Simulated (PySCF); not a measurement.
# Polarisability and C₆ of Ba (barium, neutral)

[Xe] 6s2, closed-shell 1S. All numbers are calculated (PySCF 2.14, the spin-free X2C one-electron Hamiltonian (Gaussian nucleus), in aug-cc-pwCVTZ-X2C with one added diffuse shell each of s, p, d, f type (12s11p9d5f, 125 functions)). Coupled (time-dependent) response in atomic units; α is the mean over directions.

```json
{"method": "UHF", "mean α (bohr³)": "324.4", "C₆ (like pair)": "6897", "S(−4)": "46900"}
{"method": "PBE", "mean α (bohr³)": "266.4", "C₆ (like pair)": "5192", "S(−4)": "31540"}
```

S(−4) is the Cauchy moment in α(ω) = α(0) + S(−4) ω² + …

Reference α: 272 ± 10 bohr³ (recommended; Schwerdtfeger and Nagle, table of static dipole polarizabilities (2023 update)). Published C₆: 5540 (Gould and Bucko (2016)).

Hartree-Fock lies above the reference because it lacks correlation, which contracts the outer shell.

α(iu) at UHF:

```
u (hartree)  α(iu) (bohr³)
          0          324.4
     0.0500          239.2
      0.100          137.1
      0.200          55.79
      0.300          31.61
      0.500          16.26
      0.750          9.836
       1.00          6.781
       1.50          3.847
       2.00          2.511
       3.00          1.360
       5.00         0.6263
```

A single London oscillator, α(iu) = α/(1 + u²/ω²), gives C₆ = (3/4) ω α². Matching the computed C₆ needs ω = 4 × 6897 / (3 × 324.4²) = 0.0874 hartree.

Spin-orbit coupling, which splits the p, d and f shells strongly at this Z, is absent.
